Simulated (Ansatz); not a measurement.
Relaxation of F₂GeH₆Si (10 atoms, charge 0, multiplicity 1), to a largest force component of 0.03 eV/Å in at most 50 steps.

Computed with Ansatz, RKS PBE/def2-SVP.

```xyz
10
Properties=species:S:1:pos:R:3
Ge -0.543 -0.229 -0.477
H -0.074 0.402 2.166
F 0.975 0.033 0.384
F -0.640 1.154 -1.562
H -0.280 -1.473 -1.368
Si -2.444 -0.067 0.868
H -3.585 -0.363 -0.069
H -2.433 -1.101 1.955
H -2.608 1.324 1.400
H -0.570 0.464 2.688
```

Problem. Where does it end, and by what steps?

Solution. The run converged. The force dipped under the threshold on the way, but the program's further checks kept it going. After 7 steps the energy has fallen by 0.189 eV; H10 moved furthest, 0.80 Å.

```json
{"step": "0", "energy less start (eV)": "0.0000", "largest force component (eV/Å)": "1.474", "accepted": "yes"}
{"step": "1", "energy less start (eV)": "-0.1393", "largest force component (eV/Å)": "0.197", "accepted": "yes"}
{"step": "2", "energy less start (eV)": "-0.1713", "largest force component (eV/Å)": "0.088", "accepted": "yes"}
{"step": "3", "energy less start (eV)": "-0.1804", "largest force component (eV/Å)": "0.119", "accepted": "yes"}
{"step": "4", "energy less start (eV)": "-0.1861", "largest force component (eV/Å)": "0.259", "accepted": "yes"}
{"step": "5", "energy less start (eV)": "-0.1885", "largest force component (eV/Å)": "0.023", "accepted": "yes"}
{"step": "6", "energy less start (eV)": "-0.1889", "largest force component (eV/Å)": "0.024", "accepted": "yes"}
{"step": "7", "energy less start (eV)": "-0.1890", "largest force component (eV/Å)": "0.015", "accepted": "yes"}
```

```xyz
10
Properties=species:S:1:pos:R:3
Ge -0.619 -0.252 -0.655
H 0.196 0.522 2.626
F 0.783 0.035 0.379
F -0.616 1.112 -1.765
H -0.273 -1.506 -1.502
Si -2.595 -0.119 0.699
H -3.784 -0.377 -0.183
H -2.514 -1.167 1.772
H -2.669 1.255 1.294
H -0.110 0.642 3.321
```

Run time: 9.3 s on 4 threads of Arm Neoverse V1, with other jobs on the host, peak memory 0.16 GiB.
